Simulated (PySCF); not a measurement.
Manganese: a sound run and one with changed settings

Sound run: Mn [Ar] 3d5 4s2, Mn+ [Ar] 3d5 4s1. Calculation: PySCF 2.14, in aug-cc-pVDZ; no relativity, point nucleus. The sound run starts from symmetry-adapted Hartree-Fock orbitals and uses a fine grid where one is needed.

Changed run: radial step 0.8 in ln r (0.13 in the sound run). This setting is unsound on purpose.

```
species  method  sound run (hartree)  changed run (hartree)  converged
     Mn     UHF          -1149.86771            -1149.86771        yes
     Mn    TPSS          -1151.01106            -1150.97222        yes
     Mn  r2SCAN          -1150.96713            -1150.94308        yes
    Mn+     UHF          -1149.64794            -1149.64794        yes
    Mn+    TPSS          -1150.75261            -1150.71050        yes
    Mn+  r2SCAN          -1150.71450            -1150.68181        yes
```

Ionisation energy of Mn:

```tsv
method	sound run (eV)	changed run (eV)
UHF	5.980	5.980
TPSS	7.033	7.122
r2SCAN	6.874	7.109
```

A coarse radial grid mis-integrates the density and the exchange-correlation energy, with errors of either sign; Hartree-Fock needs no grid.

For comparison, NIST gives 7.434 eV between the lowest levels.
